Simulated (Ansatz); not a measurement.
Mulliken charges of `[O]=[W](=[O])([F])[Cl]` from B3LYP/def2-TZVPP in Ansatz (PBE0-D4/def2-TZVP geometry).

```csv
atom,x (Å),y (Å),z (Å),charge (e)
O1,-0.516,-0.648,1.505,-0.373
W2,0.030,-0.097,0.000,1.258
O3,1.715,-0.257,0.006,-0.373
F4,-0.684,-1.155,-1.339,-0.305
Cl5,-0.496,2.084,-0.214,-0.206
```

Task: By hand: the dipole of these point charges (1 e Å = 4.8032 D).

Result: Σ q r = (-0.099, 0.139, -0.111) e Å, of length 0.204 e Å = 0.98 D.

Task: How does the dipole of the full density compare? (An estimate is asked.)

Result: The calculation gave: (-0.208, 0.224, -0.251) e Å, 1.90 D; the point charges give 0.52 times that, at 9° from its direction.

Point charges leave out the atoms' own dipoles, such as those of lone pairs, and Mulliken's split depends on the basis, so the two needn't agree.

B3LYP here is the variant with VWN-RPA as its local correlation; programs differ in this.
